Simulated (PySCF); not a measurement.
## Static response to an electric field

CH11OPSi3.
Numbering: `[CH3:1][O:2][SiH2:3][P:4]([SiH3:5])[SiH3:6]` (hydrogens: H7, H8, H9 on C1; H10, H11 on Si3; H12, H13, H14 on Si5; H15, H16, H17 on Si6)

Geometry (PBE0-D3(BJ)/def2-SVP, Å), atoms numbered from 1 in this order:
```
atom  x, y, z in Å
C1     2.6697   -0.6314    0.4932
O2     1.8841   -0.0265   -0.4991
Si3    0.6687    1.0639   -0.1774
P4    -0.9139   -0.0021    1.0400
Si5   -2.6908    1.1118    0.2069
Si6   -1.0452   -1.7683   -0.3695
H7     3.3429   -1.3574    0.0138
H8     3.2877    0.1081    1.0338
H9     2.0541   -1.1720    1.2359
H10    1.1794    2.2262    0.6154
H11    0.1665    1.5250   -1.5024
H12   -2.7674    1.0547   -1.2869
H13   -2.5930    2.5417    0.6302
H14   -3.9306    0.5108    0.7814
H15    0.0341   -2.7389   -0.0241
H16   -2.3744   -2.4181   -0.1570
H17   -0.9249   -1.3730   -1.8065
```

Level: wB97X-D/def2-SVPD (PySCF), static field, nuclei fixed, core orbitals frozen in the response. The polarisability tensor in these axes (au):

```
x   143.48  -4.61   0.82
y    -4.61 132.65   2.99
z     0.82   2.99 108.60
```

Problem. Give the principal values, the mean and the anisotropy Δα = √{½[(α1 − α2)² + (α2 − α3)² + (α1 − α3)²]}.

Solution. Principal values 108.17, 131.37 and 145.18 au; mean 128.24 au = 19.00 Å³ = 21.14 × 10⁻⁴⁰ C²·m²/J; Δα = 32.39 au (25 % of the mean).

Problem. What is the dipole moment, and where does it point?

Solution. (0.45, -0.02, 0.32) D, 0.55 D in size, pointing from the negative to the positive side. Measured along this direction, the outermost atoms are H12 at the negative end and H8 at the positive end.

Problem. What depolarisation ratio follows for Rayleigh scattering of linearly polarised light, taking the static tensor?

Solution. ρ = 3Δα²/(45ᾱ² + 4Δα²) = 3147.8/(740092 + 4197.1) = 0.00423.

Problem. Along which axes do the principal values lie, and how far do the nuclei extend along each?

Solution. Largest value along (0.94, -0.35, -0.01), where the nuclei span 7.48 Å; middle along (0.34, 0.93, 0.13), 5.64 Å; least along (-0.04, -0.13, 0.99), 2.98 Å. The response follows the extents in order.

Problem. Find the Langevin capture rate constant for H3O+ (19.018 u) meeting this molecule (153.986 u), k = 2.342 × 10⁻⁹ cm³/s × √(α in Å³ / reduced mass in u).

Solution. The reduced mass is 16.93 u, so k = 2.48 × 10⁻⁹ cm³/s. The formula leaves out the permanent dipole, which adds to the capture rate.

Problem. Orientational against electronic polarisability at 273 K (dilute gas, rigid molecules)?

Solution. In Gaussian units μ²/3kT = 2.70 Å³ against 19.00 Å³, a ratio of 0.14; the Debye molar polarisation (4π/3)N_A(α + μ²/3kT) is 54.8 cm³/mol, leaving out the vibrational part.

Problem. Refractivity n − 1 of an ideal gas of it at 400 K and 1 atm, from the electronic α?

Solution. N = p/kT = 1.8347 × 10¹⁹ cm⁻³, so n − 1 = 2π × N × 19.00 × 10⁻²⁴ cm³ = 2191 × 10⁻⁶ at long wavelengths.

Isolated species at its PBE0-D3(BJ)/def2-SVP geometry (one conformer only).

The run behind these numbers computed excited states and ΔSCF ions as well. On Arm Neoverse V1, one thread, no GPU, on a shared host, this took 2.5 min of wall time.
